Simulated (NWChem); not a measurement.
Molecule: BHSF2; SMILES FB(F)S

```xyz
5

B      0.0093    -0.4739     0.0000
F      1.1384    -1.1626     0.0000
F     -1.1406    -1.1309     0.0000
S      0.0876     1.3399     0.0000
H     -1.2473     1.5335     0.0000
```
Atoms are numbered in this order, from 1.

Results from NWChem. Pople sets run with spherical d functions. STO-3G and 3-21G are far too small for this property and stand as cheap habits. Structure relaxed at the B3LYP/6-31G* (spherical d) level. GIAO values for the isolated, static molecule; σ is the absolute isotropic shielding, δ = σ(reference) − σ with the isolated reference molecule computed at the same levels (11B: boron trifluoride, 19F: trichlorofluoromethane, 1H: tetramethylsilane).

```
level                δ B1 (ppm)  δ F2 (ppm)  δ F3 (ppm)  σ S4 (ppm)  δ H5 (ppm)
-------------------  ----------  ----------  ----------  ----------  ----------
Hartree-Fock/STO-3G        23.1         7.4         9.2       852.4       -0.06
PBE0/pcSseg-2              19.0           ?           ?           ?        1.96
B3LYP/6-311G**             18.2       -88.0       -77.7       639.3        1.67
BHandHLYP/pcSseg-1         18.7       -67.9       -62.0       657.5        1.96
PBE/pcSseg-1               17.2       -95.1       -85.0       636.9        1.85
```

**Question.** Complete the blanks.

**Answer.** 
- PBE0/pcSseg-2, δ F2 (ppm): -86.8
- PBE0/pcSseg-2, δ F3 (ppm): -79.1
- PBE0/pcSseg-2, σ S4 (ppm): 651.4
